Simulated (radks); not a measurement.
Species: W+. Configuration: [Xe] 4f14 5d4 6s1.

Calculated with a radial shooting solver on a logarithmic mesh with Libxc functionals: scalar-relativistic Kohn-Sham, r2SCAN, spin-polarised, spherical densities, finite nucleus; open shells are filled with parallel spins first (spin-orbit coupling, left out, can overturn this in heavy ions); meta-GGA in the generalised Kohn-Sham scheme; Fermi nuclear charge, rms radius 5.3658 fm.

Energy parts (hartree):
part                       energy
total                 -16141.5719
kinetic                17780.5737
electron-nucleus      -39887.5513
Hartree                 6288.6246
exchange-correlation    -323.2189

Orbitals (lengths in bohr, moments of r in powers of bohr; r(90%) holds 90 % of the orbital's charge):
orbital  occ.  eigenvalue (hartree)  r(90%)       <r^4>
1s up       1             -2556.642  0.0334   5.826e-07
1s down     1             -2556.643  0.0334   5.826e-07
2s up       1             -442.4482   0.120  0.00008759
2s down     1             -442.4383   0.120  0.00008758
2p up       3             -386.9045   0.113  0.00006884
2p down     3             -386.8970   0.113  0.00006884
3s up       1             -102.4615   0.294    0.003209
3s down     1             -102.4612   0.294    0.003208
3p up       3             -85.93497   0.301    0.003459
3p down     3             -85.93393   0.301    0.003458
3d up       5             -66.88794   0.283    0.002682
3d down     5             -66.88283   0.283    0.002682
4s up       1             -21.55535   0.645     0.07544
4s down     1             -21.54811   0.645     0.07547
4p up       3             -16.11006   0.694      0.1005
4p down     3             -16.10375   0.694      0.1004
4d up       5              -9.17187   0.766      0.1486
4d down     5              -9.16404   0.766      0.1480
4f up       7              -1.50211    1.01      0.5371
4f down     7              -1.48469   0.999      0.4908
5s up       1              -3.26714    1.55       2.517
5s down     1              -3.19829    1.53       2.388
5p up       3              -1.94164    1.85       5.054
5p down     3              -1.84199    1.80       4.587
5d up       4              -0.47936    3.05       37.20
5d down     0              -0.31587    3.12       44.14
6s up       1              -0.49099    4.16       128.3
6p up       0              -0.26042    5.44       376.4

The highest occupied level is 5d up at -13.044 eV. Summed over all electrons, <r^2> = 52.67 bohr^2, which gives a Langevin (diamagnetic) susceptibility term of -41.7 x 10^-6 cm^3/mol.
